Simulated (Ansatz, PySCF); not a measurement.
Dimer: N2 (SMILES N#N) (first 2 atoms) with C2H6O (SMILES CCO); geometry from B3LYP-D3(BJ)/def2-TZVP, rigid monomers moved along the line of their centres of mass till N2···H11 is 2.77 Å.
(charge 0, multiplicity 1):
```xyz
11

N      1.1442     0.9875    -0.1931
N      0.7713     0.2465     0.5147
C     -1.4767     0.4028     4.0570
C     -0.0218     0.0400     4.3057
O      0.3294    -1.2311     3.7707
H     -1.7219     1.3601     4.5235
H     -2.1367    -0.3629     4.4674
H     -1.6809     0.4907     2.9867
H      0.6375     0.8220     3.9070
H      0.1738    -0.0316     5.3767
H      0.2286    -1.1922     2.8135
```

Counterpoise-corrected where a basis set is named; no monomer relaxation. Rows marked so take none.

Rows in 6-31G*, STO-3G carry no dispersion term and start afresh at each structure (6-31G* with six Cartesian d functions).

Codes used: Ansatz (Gaussian orbitals); PySCF for 6-31G* rows, STO-3G rows, the dispersion terms. Values without a source in brackets are computed.

### Question
One of these levels gives -0.65 kcal/mol for the interaction energy. Which one is it?
A) HF/aug-cc-pVDZ
B) PBE-D3(BJ)/def2-TZVPPD
C) HF/STO-3G (no counterpoise)
D) B3LYP/6-31G* (no counterpoise)

### Answer
C, HF/STO-3G (no counterpoise). The others give -0.22 (HF/aug-cc-pVDZ), -1.37 (PBE-D3(BJ)/def2-TZVPPD), -1.04 (B3LYP/6-31G* (no counterpoise))

Ansatz is a program for electronic structure.
